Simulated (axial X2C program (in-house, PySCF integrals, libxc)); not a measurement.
## Levels of MgBr by electron attachment to MgBr⁺ (EOM-EA-CCSD)

Computed with an axial X2C code built on PySCF integrals: two-component X2C with atomic mean-field Coulomb and Gaunt terms, Gaussian nuclei, basis Br dyall-acv3z, Mg dyall-acv3z with contracted cores.

R = 2.721 Å (1.150 times 2.366 Å, the PBE0 minimum at charge 0 for the lowest determinant).

Levels of MgBr obtained by attaching an electron to MgBr⁺:

| Ω | binding energy (eV) | above lowest (cm⁻¹) | attached spinor | one-particle weight |
| --- | --- | --- | --- | --- |
| 1/2 | 7.894 | 0 | 57% Mg sσ, 25% Mg pσ, 13% Br pσ | 0.97 |
| 1/2 | 4.713 | 25660 | 86% Mg pπ, 6% Mg dπ | 0.97 |
| 3/2 | 4.700 | 25764 | 86% Mg pπ, 6% Mg dπ | 0.96 |
| 1/2 | 3.530 | 35200 | 56% Mg pσ, 26% Mg dσ, 6% Br pσ | 0.88 |
| 1/2 | 2.460 | 43830 | 81% Mg sσ, 8% Mg dσ, 7% Mg pσ | 0.67 |

Task: Take the first Ω = 1/2 and Ω = 3/2 rows of π character: how far apart are they, and which lies lower?

Result: E(3/2) − E(1/2) = 25764 − 25660 = 104 cm⁻¹ at EOM-EA-CCSD: regular, Ω = 1/2 lower. Splittings at this level can be off by ten to twenty per cent.

This point took 8.5 s on 1 thread of Arm Neoverse V2, on a shared host.

Reference electrons by ω block (each with its −ω partner): 1/2: 16, 3/2: 6, 5/2: 1. 8 electrons of MgBr⁺ correlated (inner shells frozen), 92 natural virtual spinors (a truncated set); levels can be off by some tenths of an eV. Roots sought by Ω: (1/2: 5, 3/2: 4, 5/2: 2, 7/2: 1); the list ends where they run out and leaves out roots under 60 % one-particle weight. The solver can skip a root, and states that need a further excitation, which the method places far too high, are missing though they may lie low or lowest. T1 of the reference 0.018 (Lee–Taylor). The reference was not checked to be the lowest state of its species. Number of frozen shells: Br 3 s, 2 p, 1 d; Mg 2 s, 1 p. Left out with split weight: Ω = 1/2 at 2.76 eV (0.39).
